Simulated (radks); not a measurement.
These are the eigenvalues of the occupied orbitals of an atom or ion with whole-number occupations (Ry). All-electron calculation, scalar-relativistic Kohn-Sham, LDA (Slater exchange, Perdew-Wang correlation), spin-polarised, spherical densities, finite nucleus; Fermi nuclear charge, rms radius of each element as measured or else 0.836 A^(1/3) + 0.57 fm. Program: a radial shooting solver on a logarithmic mesh with Libxc functionals.

| orbital | eigenvalue |
|---|---|
| 1s | -6106.926 |
| 2s | -1083.703 |
| 2p | -935.4482 |
| 3s | -258.2272 |
| 3p | -215.3711 |
| 3d | -170.0976 |
| 4s | -57.82746 |
| 4p | -43.76515 |
| 4d | -27.04631 |
| 5s | -10.12663 |
| 4f | -8.49799 |
| 5p | -6.32916 |
| 5d | -2.13703 |

Which element is it, and in what charge state? The configuration may be excited.

Answer. Z = 80, mercury, charge +2: Hg2+ in [Xe] 4f14 5d10 6s(up 0, down 0). The list shows which subshells hold electrons but not how many an open one holds; the 1s level, -3053.5 hartree, gives Z - s = 78.1 by -(Z - s)^2/2, which with screening and relativity narrows Z to a few neighbours, and the depths of the outer levels then fix element, charge and occupations together.
